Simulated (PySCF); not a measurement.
GaO (SMILES [O]=[Ga]), doublet, at a GFN2-xTB geometry (such geometries of metal compounds can be far from the true shape). Base run: DF-B3LYP/cc-pVDZ run with PySCF.

Input for PySCF:
```python
from pyscf import gto, scf, dft

mol = gto.Mole()
mol.atom = '''
    Ga   -0.000000   -0.000000   -0.337701
    O     0.000000    0.000000    1.308590
'''
mol.basis = 'cc-pvdz'
mol.charge = 0
mol.spin = 1
mol.verbose = 4
mol.build()

mf = dft.UKS(mol)
mf.xc = 'b3lyp'
mf = mf.density_fit(auxbasis='def2-universal-jkfit')
mf.kernel()
mf.analyze()
```

Each row names what was changed in the base input (with any setting that the change needs).

```json
[
 {"change": "base", "basis functions": "41", "E (Eh)": "-2000.04395", "HOMO (eV)": "-7.73", "dipole (D)": "3.17"},
 {"change": "basis = LANL2DZ", "basis functions": "17", "E (Eh)": "-77.23877", "HOMO (eV)": "-7.78", "dipole (D)": "3.73"},
 {"change": "basis = STO-3G", "basis functions": "23", "E (Eh)": "-1976.42658", "HOMO (eV)": "-5.66", "dipole (D)": "0.44"},
 {"change": "basis = pcseg-0", "basis functions": "31", "E (Eh)": "-1997.47616", "HOMO (eV)": "-7.51", "dipole (D)": "2.84"},
 {"change": "basis = 6-31G", "basis functions": "36", "E (Eh)": "-1999.71234", "HOMO (eV)": "-7.67", "dipole (D)": "3.34"},
 {"change": "basis = pc-1", "basis functions": "41", "E (Eh)": "-1999.99236", "HOMO (eV)": "-7.83", "dipole (D)": "3.61"},
 {"change": "basis = pcseg-1", "basis functions": "41", "E (Eh)": "-1999.84862", "HOMO (eV)": "-7.87", "dipole (D)": "3.59"},
 {"change": "basis = 6-31G**", "basis functions": "46", "E (Eh)": "-1999.79183", "HOMO (eV)": "-7.81", "dipole (D)": "3.13"},
 {"change": "basis = 6-311G**", "basis functions": "62", "E (Eh)": "-2000.05773", "HOMO (eV)": "-7.80", "dipole (D)": "3.38"},
 {"change": "basis = cc-pVTZ", "basis functions": "73", "E (Eh)": "-2000.14183", "HOMO (eV)": "-7.81", "dipole (D)": "3.41"},
 {"change": "basis = def2-TZVPD", "basis functions": "94", "E (Eh)": "-2000.11198", "HOMO (eV)": "-7.86", "dipole (D)": "3.67"},
 {"change": "basis = def2-QZVP", "basis functions": "132", "E (Eh)": "-2000.16094", "HOMO (eV)": "-7.85", "dipole (D)": "3.63"},
 {"change": "basis = def2-QZVPP", "basis functions": "146", "E (Eh)": "-2000.16127", "HOMO (eV)": "-7.85", "dipole (D)": "3.63"}
]
```

Totals compare only among sets that treat the same electrons; sets with core potentials leave the core out.

Open shells are given as the SCF converged; they aren't shown to be the lowest states, and a large step between rows can be another state.
